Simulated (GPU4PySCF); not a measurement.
hexaazatrinaphthylene (C24H12N6), SMILES c1ccc2nc3c(nc2c1)c1nc2ccccc2nc1c1nc2ccccc2nc31. Geometry: PBE0-D3(BJ)/def2-SVP.

Computed equilibrium geometry at PBE0-D3(BJ)/def2-SVP (GPU4PySCF confirms it by a frequency run) as bond lengths and angles, and its point group:
point group C3h.
Atoms: C1 C2 C3 C4 N5 C6 C7 N8 C9 C10 C11 N12 C13 C14 C15 C16 C17 C18 N19 C20 C21 N22 C23 C24 C25 C26 C27 C28 N29 C30 H31 H32 H33 H34 H35 H36 H37 H38 H39 H40 H41 H42. Bonded distances (Å): C1–C2 1.420, C1–C10 1.373, C1–H31 1.093, C2–C3 1.373, C2–H32 1.093, C3–C4 1.420, C3–H33 1.091, C4–N5 1.344, C4–C9 1.433, N5–C6 1.315, C6–C7 1.436, C6–C30 1.475, C7–N8 1.315, C7–C11 1.475, N8–C9 1.344, C9–C10 1.420, C10–H34 1.091, C11–N12 1.315, C11–C20 1.436, N12–C13 1.344, C13–C14 1.420, C13–C18 1.433, C14–C15 1.373, C14–H35 1.091, C15–C16 1.420, C15–H36 1.093, C16–C17 1.373, C16–H37 1.093, C17–C18 1.420, C17–H38 1.091, C18–N19 1.344, N19–C20 1.315, C20–C21 1.475, C21–N22 1.315, C21–C30 1.436, N22–C23 1.344, C23–C24 1.420, C23–C28 1.433, C24–C25 1.373, C24–H39 1.091, C25–C26 1.420, C25–H40 1.093, C26–C27 1.373, C26–H41 1.093, C27–C28 1.420, C27–H42 1.091, C28–N29 1.344, N29–C30 1.315. Bond angles (°): C2–C1–C10 120.8, C2–C1–H31 119.3, C10–C1–H31 119.9, C1–C2–C3 120.8, C1–C2–H32 119.3, C3–C2–H32 119.9, C2–C3–C4 119.9, C2–C3–H33 122.5, C4–C3–H33 117.7, C3–C4–N5 119.9, C3–C4–C9 119.4, N5–C4–C9 120.7, C4–N5–C6 117.9, N5–C6–C7 121.4, N5–C6–C30 118.6, C7–C6–C30 120.0, C6–C7–N8 121.4, C6–C7–C11 120.0, N8–C7–C11 118.6, C7–N8–C9 117.9, C4–C9–N8 120.7, C4–C9–C10 119.4, N8–C9–C10 119.9, C1–C10–C9 119.9, C1–C10–H34 122.5, C9–C10–H34 117.7, C7–C11–N12 118.6, C7–C11–C20 120.0, N12–C11–C20 121.4, C11–N12–C13 117.9, N12–C13–C14 119.9, N12–C13–C18 120.7, C14–C13–C18 119.4, C13–C14–C15 119.9, C13–C14–H35 117.7, C15–C14–H35 122.5, C14–C15–C16 120.8, C14–C15–H36 119.9, C16–C15–H36 119.3, C15–C16–C17 120.8, C15–C16–H37 119.3, C17–C16–H37 119.9, C16–C17–C18 119.9, C16–C17–H38 122.5, C18–C17–H38 117.7, C13–C18–C17 119.4, C13–C18–N19 120.7, C17–C18–N19 119.9, C18–N19–C20 117.9, C11–C20–N19 121.4, C11–C20–C21 120.0, N19–C20–C21 118.6, C20–C21–N22 118.6, C20–C21–C30 120.0, N22–C21–C30 121.4, C21–N22–C23 117.9, N22–C23–C24 119.9, N22–C23–C28 120.7, C24–C23–C28 119.4, C23–C24–C25 119.9, C23–C24–H39 117.7, C25–C24–H39 122.5, C24–C25–C26 120.8, C24–C25–H40 119.9, C26–C25–H40 119.3, C25–C26–C27 120.8, C25–C26–H41 119.3, C27–C26–H41 119.9, C26–C27–C28 119.9, C26–C27–H42 122.5, C28–C27–H42 117.7, C23–C28–C27 119.4, C23–C28–N29 120.7, C27–C28–N29 119.9, C28–N29–C30 117.9, C6–C30–C21 120.0, C6–C30–N29 118.6, C21–C30–N29 121.4.
